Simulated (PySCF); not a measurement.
A calculated (LDA, PySCF 2.14, jorge-DZP-DKH, the spin-free X2C one-electron Hamiltonian (Gaussian nucleus)) atom or ion has these occupied shells.

```tsv
shell	electrons	orbital energy (eV)	rms radius, mean of both spins (bohr)
1s	2	-104.71	0.494
2s	2	-5.555	2.84
```

(1) Name the element and its charge.

Results:

(1) Be (beryllium, neutral), in [He] 2s2, closed-shell 1S.
